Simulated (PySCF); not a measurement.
TiI₄, SMILES [I][Ti]([I])([I])[I], multiplicity 1.

Geometry: B3LYP-D3(BJ)/def2-SVP. The multiplicity is an assumed one; no other spin state was optimised. The isomer is the one that the SMILES or the coordinates give; other isomers of the formula were not compared. The def2 effective core potentials stand for the cores of I; spin–orbit coupling is left out.

Calculation: B3LYP-D3(BJ)/def2-SVP in PySCF.

Frequencies are harmonic and unscaled.

Modes within 1.5 cm⁻¹ of each other (mostly degenerate sets) share a row, with their intensities summed.

Computed vibrational spectrum:
| mode | ν (cm⁻¹) | IR (km/mol) | moving atoms (share of kinetic energy) |
|---|---|---|---|
| 1–2 | 51 | 0.0 | I 100 % |
| 3–5 | 65 | 0.5 | I 90 %, Ti 10 % |
| 6 | 164 | 0.0 | I 100 % |
| 7–9 | 331 | 213.5 | Ti 82 %, I 18 % |
